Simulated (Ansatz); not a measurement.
Ansatz (an electronic-structure program) input (B3LYP-D3(BJ)/def2-TZVP):

Ansatz 0.2 input:
```yaml
crystal:
  periodic: [false, false, false]
  atoms:
    - {symbol: B, position_ang: [0.69125196, 0.12995041, -0.06686206]}
    - {symbol: F, position_ang: [1.24866682, 1.24868420, 0.37748179]}
    - {symbol: F, position_ang: [1.54525602, -0.71280241, -0.63240839]}
    - {symbol: C, position_ang: [-0.78918383, -0.15845933, 0.06007263]}
    - {symbol: H, position_ang: [-1.47143188, 0.53257692, 0.52223915]}
    - {symbol: H, position_ang: [-1.23116605, -1.06842072, -0.30444056]}
basis:
  gaussian:
    orbitals: def2-TZVP
hamiltonian:
  xc: b3lyp
  dispersion: d3bj
magnetization: {spin_polarized: true, initial_magnetization: 1}
relax: {f_tol: 0.002, max_steps: 150}
```

End of the output:

```
mean field: 0.55 GiB planned
mean field -7184.93032369 eV, -264.0413192750 hartree, gradient 2.1e-5 eV, S^2 0.752740; 0 other end points of the search recorded, 0 dependent functions left out
the calculation of the forces begins
reference -7184.93053925 eV, -264.0413271967 hartree; 16, 15 occupied and 120, 121 virtual orbitals, 749 factors
relax step   3: F+E_penalty+E_count = -7185.04961241 eV  Δ(F+E_penalty+E_count) = -2.285e-3 eV  max|allowed force component| = 1.086e-1 eV/Å  Δτ_max = 0.0110 Å  (33 SCF iters, accepted)
these checks for a lower state are left out or cut short: starts, cluster_reference, orbital_swaps, neighbouring_geometries, increment
integrals: 0.04 GiB planned
749 factors; their error is unknown
mean field: 0.55 GiB planned
mean field evaluation 32: about -7184.9158 eV, gradient 5.3e-1 eV
mean field -7184.93089224 eV, -264.0413401687 hartree, gradient 2.1e-5 eV, S^2 0.752739; 0 other end points of the search recorded, 0 dependent functions left out
the calculation of the forces begins
reference -7184.93110780 eV, -264.0413480903 hartree; 16, 15 occupied and 120, 121 virtual orbitals, 749 factors
relax step   4: F+E_penalty+E_count = -7185.05019769 eV  Δ(F+E_penalty+E_count) = -5.853e-4 eV  max|allowed force component| = 1.250e-2 eV/Å  Δτ_max = 0.0074 Å  (34 SCF iters, accepted)
these checks for a lower state are left out or cut short: starts, cluster_reference, orbital_swaps, neighbouring_geometries, increment
integrals: 0.04 GiB planned
749 factors; their error is unknown
mean field: 0.55 GiB planned
mean field -7184.93089721 eV, -264.0413403516 hartree, gradient 4.5e-5 eV, S^2 0.752740; 0 other end points of the search recorded, 0 dependent functions left out
the calculation of the forces begins
reference -7184.93111278 eV, -264.0413482734 hartree; 16, 15 occupied and 120, 121 virtual orbitals, 749 factors
relax step   5: F+E_penalty+E_count = -7185.05020010 eV  Δ(F+E_penalty+E_count) = -2.410e-6 eV  max|allowed force component| = 2.641e-3 eV/Å  Δτ_max = 0.0002 Å  (22 SCF iters, accepted)
these checks for a lower state are left out or cut short: starts, cluster_reference, orbital_swaps, neighbouring_geometries, increment
integrals: 0.04 GiB planned
749 factors; their error is unknown
mean field: 0.55 GiB planned
mean field -7184.93090096 eV, -264.0413404893 hartree, gradient 1.5e-5 eV, S^2 0.752740; 0 other end points of the search recorded, 0 dependent functions left out
the calculation of the forces begins
reference -7184.93111653 eV, -264.0413484111 hartree; 16, 15 occupied and 120, 121 virtual orbitals, 749 factors
relax step   6: F+E_penalty+E_count = -7185.05020048 eV  Δ(F+E_penalty+E_count) = -3.740e-7 eV  max|allowed force component| = 7.013e-4 eV/Å  Δτ_max = 0.0002 Å  (21 SCF iters, accepted)
integrals: 0.04 GiB planned
749 factors; their error is unknown
mean field: 0.55 GiB planned
mean field evaluation 64: about -7184.9309 eV, gradient 1.5e-5 eV
mean field -7184.93090096 eV, -264.0413404893 hartree, gradient 3.2e-5 eV, S^2 0.752740; 1 other end points of the search recorded, 0 dependent functions left out
the calculation of the forces begins
reference -7184.93111653 eV, -264.0413484111 hartree; 16, 15 occupied and 120, 121 virtual orbitals, 749 factors
Total energy: -7185.05041604 eV, -264.0457325874 hartree
Atom 0 at     0.705495     0.133030    -0.068049 Å, force    -0.000094    -0.000006     0.000013 eV/Å
Atom 1 at     1.238668     1.263028     0.386991 Å, force     0.000069    -0.000053    -0.000042 eV/Å
Atom 2 at     1.539062    -0.730473    -0.640553 Å, force     0.000023     0.000079     0.000039 eV/Å
Atom 3 at    -0.788923    -0.158358     0.060390 Å, force    -0.000700    -0.000157     0.000053 eV/Å
Atom 4 at    -1.472303     0.540765     0.525432 Å, force     0.000338     0.000204     0.000041 eV/Å
Atom 5 at    -1.228606    -1.076463    -0.308130 Å, force     0.000364    -0.000068    -0.000104 eV/Å
Dipole moment:    -0.401484    -0.078284     0.034506 e Å
```

It need not be the lowest isomer of its formula.
